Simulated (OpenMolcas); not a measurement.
B+: input and output

Input:

```
&GATEWAY
Coord
1

B 0.0 0.0 0.0
Basis=ANO-L-VDZP
Group=XYZ
NoMove
AngMom=0.0 0.0 0.0
AMFI
&SEWARD
* reference wave functions (RASSCF and RASSI steps not shown): 2 electrons in 8 orbitals (2s 2p 3s 3p)
>>> COPY JOB002 $Project.JobIph
&CASPT2
Multistate=1 1
Frozen=0 0
IPEA=0.75
Shift=0.25
MaxIter=60
WThr=0.0 0.3 0.05
PrWF=0.5
NoMix
>>> COPY JOB003 $Project.JobIph
&CASPT2
XMultistate=3 1 2 3
Frozen=0 0
IPEA=0.75
Shift=0.25
MaxIter=60
WThr=0.0 0.3 0.05
PrWF=0.5
NoMix
>>> COPY JOB004 $Project.JobIph
&CASPT2
XMultistate=3 1 2 3
Frozen=0 0
IPEA=0.75
Shift=0.25
MaxIter=60
WThr=0.0 0.3 0.05
PrWF=0.5
NoMix
```

Launched by
```bash
OMP_NUM_THREADS=1 MOLCAS_MEM=2252 MOLCAS_PROJECT=a pymolcas a.inp > a.log  # once for each step of the input, in one work folder
```

Output, cut to the results:

```
--- CASPT2 ---
Orbital specifications:
      -----------------------

      Symmetry species                           1   2
                                                ag  au
      Frozen orbitals                            0   0
      Inactive orbitals                          1   0
      Active orbitals                            2   6
      Secondary orbitals                         5   0
      Deleted orbitals                           0   0
      Number of basis functions                  8   6
Type of calculation                        SS-CASPT2
      Fock operator                              state-specific
      IPEA shift                                 0.75
      Real shift                                 0.25
      Imaginary shift                            0.00
      The input orbitals will be transformed to quasi-canonical
Reference energy:         -24.2927497545
      E2 (Non-variational):      -0.0003567930
      Shift correction:          -0.0000250942
      E2 (Variational):          -0.0003818872
      Total energy:             -24.2931316417
      Residual norm:              0.0000003410
      Reference weight:           0.99990
      Contributions to the CASPT2 correlation energy
      Active & Virtual Only:         -0.0002166565
      One Inactive Excited:          -0.0000465376
      Two Inactive Excited:          -0.0000935988
::    CASPT2 Root  1     Total energy:    -24.29313164
--- CASPT2 ---
Orbital specifications:
      -----------------------

      Symmetry species                           1   2
                                                ag  au
      Frozen orbitals                            0   0
      Inactive orbitals                          1   0
      Active orbitals                            2   6
      Secondary orbitals                         5   0
      Deleted orbitals                           0   0
      Number of basis functions                  8   6
Type of calculation                        XMS-CASPT2
      Fock operator                              state-average
      IPEA shift                                 0.75
      Real shift                                 0.25
      Imaginary shift                            0.00
      The input orbitals will be transformed to quasi-canonical
      The input states will be rotated to diagonalize the Fock operator
Reference energy:         -24.1148276641
      E2 (Non-variational):      -0.0038243070
      Shift correction:          -0.0007002291
      E2 (Variational):          -0.0045245361
      Total energy:             -24.1193522002
      Residual norm:              0.0000001829
      Reference weight:           0.99721
      Contributions to the CASPT2 correlation energy
      Active & Virtual Only:         -0.0033968153
      One Inactive Excited:          -0.0002471603
      Two Inactive Excited:          -0.0001803314
Reference energy:         -24.1148276641
      E2 (Non-variational):      -0.0038261472
      Shift correction:          -0.0007007997
      E2 (Variational):          -0.0045269468
      Total energy:             -24.1193546110
      Residual norm:              0.0000001827
      Reference weight:           0.99720
      Contributions to the CASPT2 correlation energy
      Active & Virtual Only:         -0.0033981831
      One Inactive Excited:          -0.0002474942
      Two Inactive Excited:          -0.0001804698
::    XMS-CASPT2 Root  1     Total energy:    -24.11935463
::    XMS-CASPT2 Root  2     Total energy:    -24.11935344
::    XMS-CASPT2 Root  3     Total energy:    -24.11935219
--- CASPT2 ---
Orbital specifications:
      -----------------------

      Symmetry species                           1   2
                                                ag  au
      Frozen orbitals                            0   0
      Inactive orbitals                          1   0
      Active orbitals                            2   6
      Secondary orbitals                         5   0
      Deleted orbitals                           0   0
      Number of basis functions                  8   6
Type of calculation                        XMS-CASPT2
      Fock operator                              state-average
      IPEA shift                                 0.75
      Real shift                                 0.25
      Imaginary shift                            0.00
      The input orbitals will be transformed to quasi-canonical
      The input states will be rotated to diagonalize the Fock operator
Reference energy:         -23.9115528237
      E2 (Non-variational):      -0.0218588156
      Shift correction:          -0.0043022069
      E2 (Variational):          -0.0261610225
      Total energy:             -23.9377138462
      Residual norm:              0.0000001461
      Reference weight:           0.98308
      Contributions to the CASPT2 correlation energy
      Active & Virtual Only:         -0.0212834818
      One Inactive Excited:          -0.0003758891
      Two Inactive Excited:          -0.0001994447
Reference energy:         -23.9115528237
      E2 (Non-variational):      -0.0218535105
      Shift correction:          -0.0043003652
      E2 (Variational):          -0.0261538757
      Total energy:             -23.9377066994
      Residual norm:              0.0000001489
      Reference weight:           0.98309
      Contributions to the CASPT2 correlation energy
      Active & Virtual Only:         -0.0212789435
      One Inactive Excited:          -0.0003752547
      Two Inactive Excited:          -0.0001993123
::    XMS-CASPT2 Root  1     Total energy:    -23.93771430
::    XMS-CASPT2 Root  2     Total energy:    -23.93771068
::    XMS-CASPT2 Root  3     Total energy:    -23.93770562
```

In XMS-CASPT2 the single-state energies belong to rotated reference states; over a whole degenerate manifold the rotation is arbitrary, and only the multistate roots count.

Levels above the lowest, from the spin-orbit matrix with the multistate effective Hamiltonian, averaged by term, added to it:

```csv
Configuration,Term,J,E (cm-1),Measured (cm-1),g,Term weight %
2s2,1S,0,0.0,0.0,,100
2s 2p,3P*,0,38128,37336,,100
2s 2p,3P*,1,38134,37342,1.501,100
2s 2p,3P*,2,38146,37358,1.501,100
2s 2p,1P*,1,78006,73397,1.000,100
```

Against the 4 measured excited levels shown (NIST Handbook of Basic Atomic Spectroscopic Data) the mean absolute deviation is 1700 cm-1; the largest miss in energy is 2s 2p 1P* 1: computed 78006, measured 73397 cm-1 (+6.3 %).

Active for correlation alone: 3p 3s; no level in the range computed is led by a configuration that fills them, so any true level of that kind is missing. Measured partners are found by configuration, term and J. A level has none where our copy of the source lacks it or the pairing is in doubt (some pairs that miss far off the trend of their configuration count as doubtful), and it then counts in no deviation. Levels of configurations outside the active space are missing. The first state left out of the spin-orbit step lies near 100000 cm-1 above the lowest spin-free state of the reference (among the parities and spins computed), and the list stops at four fifths of that energy or lower.

The CASPT2 steps took 1.3 s on 1 thread of Arm Neoverse V1, on a shared host; the integral step is not counted.

The term weight is that of the spin-free term in the level, not the purity of its configuration. * marks odd parity.
